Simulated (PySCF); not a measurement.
## Se⁺: excitation energy

Se⁺ [Ar] 3d10 4s2 4p3 (4S) → Se⁺ [Ar] 3d10 4s1 4p4 (4P), as a difference of total energies. Calculation: PySCF 2.14, in aug-cc-pVQZ-PP with one added diffuse shell each of s, p, d, f, g type with ECP10MDF (8s7p6d4f3g, 114 functions); a scalar-relativistic core potential. Correlated levels: valence: 3s2 3p6 3d10 frozen. The calculations carry no spin-orbit coupling.

```csv
method,excitation energy (eV)
UHF,10.910
LDA,11.465
PBE,11.262
PBE0,11.226
r2SCAN,10.997
HSE06,11.248
TPSSh,11.105
wB97X-V,11.302
MP2 (valence),10.904
SCS-MP2 (valence),10.903
```

Errors of the correlated levels include the incompleteness of this basis and the frozen core.

For comparison: 10.523 eV (measured; NIST levels, between the centres of gravity of the two terms).
